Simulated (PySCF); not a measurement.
## Relaxation of triplet Cu₂O₂

Level of theory: UPBE0 in PySCF with Cu def2-TZVP, O def2-TZVP; no relativity; density-fitted integrals. A (50,194) grid was used.

A start displaced from a saddle point along its imaginary mode, of C2v symmetry, held to at least that symmetry:

Coordinates in bohr (charge 0 multiplicity 3):
```
Cu   -1.4291   -0.0576    1.7317
Cu    1.4291   -0.0576   -1.7317
O     2.2617    0.2268    1.8664
O    -2.2617    0.2268   -1.8664
```

Optimiser trace:
| step | E − E(last) (kJ/mol) | largest gradient (Eh/bohr) |
| --- | --- | --- |
| 0 | 3.15 | 0.00435 |
| 1 | 2.48 | 0.00591 |
| 2 | 0.96 | 0.00360 |
| 3 | 0.12 | 0.00195 |
| 4 | 0.07 | 0.00132 |
| 5 | 0.02 | 0.00051 |
| 6 | 0.00 | 0.00011 |
| 7 | 0.00 | 0.00003 |

It ends at C2v with Cu–O 1.913 Å (×4); Cu–O–Cu 77.8° (×2), O–Cu–O 99.4° (×2) (after a last refinement on a finer grid). A frequency run shows a minimum. Other isomers or separated fragments may lie lower.

With open d or f shells other occupations or spin states may lie lower. At this level a broken-symmetry Ms = 0 minimum of D2h symmetry lies 70 kJ/mol below this structure.

The relaxation took 76 s on 4 threads of a shared Arm Neoverse V1 host, with 152 basis functions and 8 gradients; the process peaked at 1.6 GiB. Launch command: `OMP_NUM_THREADS=4 python axn.py task.json out`.
